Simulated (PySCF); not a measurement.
# 33S chemical shifts

Calculated, not measured (PySCF 2.14): GFN2-xTB geometry, shieldings: GIAO PBE0/pcSseg-1. In vacuum, relativity neglected, equivalent nuclei averaged, one conformer.

Shieldings were converted by a linear fit to measured shifts: 33S (scatter 33.3 ppm rms vs sulfate, solution or neat liquid). Occasional misses reach two or three times the rms, and more in compound classes unlike the fitted ones.

(1) Give the 33S shifts of `CSc1cnnn1[SiH3]`, `CCSCC(C)(C)CC`, `C#C[SiH2][Si@H]1C[C@H](S[SiH3])C1`.

(2) Match the shifts -45, -337, -383 ppm to `CCC(=O)[C@@H]1S[C@H]1F`, `CSC[P@](C)(=O)CC#N`, `C[C@H](F)CO[SH](=O)=O`.

Results:

(1) 
```tsv
compound	environment	δ (ppm)
CSc1cnnn1[SiH3]	sulfide sulfur	-341
CCSCC(C)(C)CC	sulfide sulfur	-330
C#C[SiH2][Si@H]1C[C@H](S[SiH3])C1	sulfur bonded to C, Si	-383
```

(2) -45: C[C@H](F)CO[SH](=O)=O (sulfonyl sulfur); -337: CCC(=O)[C@@H]1S[C@H]1F (sulfide sulfur); -383: CSC[P@](C)(=O)CC#N (sulfide sulfur).
